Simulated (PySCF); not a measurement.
Species: CH4FNSi2.
SMILES: `N#C[SiH2][SiH2]F`

Jobs on this species (9 atoms, 54 electrons) with PySCF (density fitting). Hardware of each: Intel Xeon Platinum 8259CL at 2.50 GHz, one thread, on a shared host. The host was shared with other jobs, so the times are rough. Peak memory is the resident size of the whole Python process, interpreter and libraries included.

```
                                                                 level and settings                                                          work  basis functions  SCF cycles  wall time  peak memory
 delta-SCF UKS SCAN, pcX-2 on the ionised atom, pcseg-1 elsewhere, non-relativistic                                 ΔSCF core ionisation, 7 holes              140           ?          ?            ?
                                                 PBE0-D3(BJ)/def2-SVP, grid level 1  geometry optimisation from a GFN2-xTB start shaken at random               98          57       30 s     0.41 GiB
    delta-SCF UKS SCAN, pcX-2 on the ionised atom, pcseg-1 elsewhere, spin-free X2C                                 ΔSCF core ionisation, 7 holes              140         111       29 s     0.44 GiB
      delta-SCF UKS HF, pcX-2 on the ionised atom, pcseg-1 elsewhere, spin-free X2C                                 ΔSCF core ionisation, 7 holes              140         110       25 s     0.54 GiB
    delta-SCF UKS SCAN, pcX-1 on the ionised atom, pcseg-1 elsewhere, spin-free X2C                                 ΔSCF core ionisation, 7 holes              120         109       29 s     0.54 GiB
     delta-SCF UKS PBE, pcX-2 on the ionised atom, pcseg-1 elsewhere, spin-free X2C                                 ΔSCF core ionisation, 7 holes              140         112       23 s     0.54 GiB
delta-SCF UKS SCAN, def2-TZVP on the ionised atom, pcseg-1 elsewhere, spin-free X2C                                 ΔSCF core ionisation, 7 holes              117         109       28 s     0.54 GiB
    delta-SCF UKS PBE0, pcX-2 on the ionised atom, pcseg-1 elsewhere, spin-free X2C                                 ΔSCF core ionisation, 7 holes              140          97       39 s     0.54 GiB
   delta-SCF UKS B3LYP, pcX-2 on the ionised atom, pcseg-1 elsewhere, spin-free X2C                                 ΔSCF core ionisation, 7 holes              140          99       41 s     0.54 GiB
```

Fill in the missing figures.

- delta-SCF UKS SCAN, pcX-2 on the ionised atom, pcseg-1 elsewhere, non-relativistic; ΔSCF core ionisation, 7 holes: 29 s, 0.54 GiB, 110 SCF cycles

What do all jobs in the table cost together?

About 4.5 min; the longest takes about 15 % of that, and about 1.8 times as long as the shortest.
